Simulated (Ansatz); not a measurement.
Sn(OAc)Me3 (C₅H₁₂O₂Sn). Total charge 0; singlet. Geometry r2SCAN-D4/def2-SVP; atoms count from 1.

```xyz
20

Sn   -0.328    0.021   -0.834
O     0.168   -0.901    0.996
C     0.702    0.043    1.733
C     1.141   -0.393    3.106
O     0.826    1.194    1.317
H     1.565    0.452    3.660
H     1.884   -1.199    3.014
H     0.282   -0.814    3.650
C     1.494    0.641   -1.783
H     1.761    1.650   -1.442
H     1.387    0.624   -2.878
H     2.295   -0.057   -1.495
C    -1.847    1.488   -0.450
H    -2.499    1.611   -1.328
H    -1.375    2.444   -0.190
H    -2.457    1.147    0.400
C    -1.143   -1.753   -1.750
H    -1.988   -2.128   -1.153
H    -0.372   -2.535   -1.802
H    -1.498   -1.534   -2.769
```

In the def2 sets Sn takes a core potential; there is no spin–orbit coupling.

(1) Estimate the Mulliken populations from the PBE0/def2-TZVP orbitals of Ansatz.

(2) And the Mayer bond orders between heavy atoms (over 0.3)?

Results:

(1) 
| atom | charge (e) |
| --- | --- |
| Sn1 | 1.05 |
| O2 | -0.48 |
| C3 | 0.40 |
| C4 | -0.38 |
| O5 | -0.42 |
| H6 | 0.14 |
| H7 | 0.14 |
| H8 | 0.14 |
| C9 | -0.64 |
| H10 | 0.16 |
| H11 | 0.14 |
| H12 | 0.15 |
| C13 | -0.64 |
| H14 | 0.14 |
| H15 | 0.16 |
| H16 | 0.15 |
| C17 | -0.65 |
| H18 | 0.15 |
| H19 | 0.15 |
| H20 | 0.14 |
Mulliken values depend strongly on the basis.

(2) Sn1–O2 0.59 (2.11 Å); Sn1–C9 0.90 (2.15 Å); Sn1–C13 0.90 (2.15 Å); Sn1–C17 0.89 (2.16 Å); O2–C3 1.30 (1.31 Å); C3–C4 1.00 (1.51 Å); C3–O5 1.78 (1.23 Å).
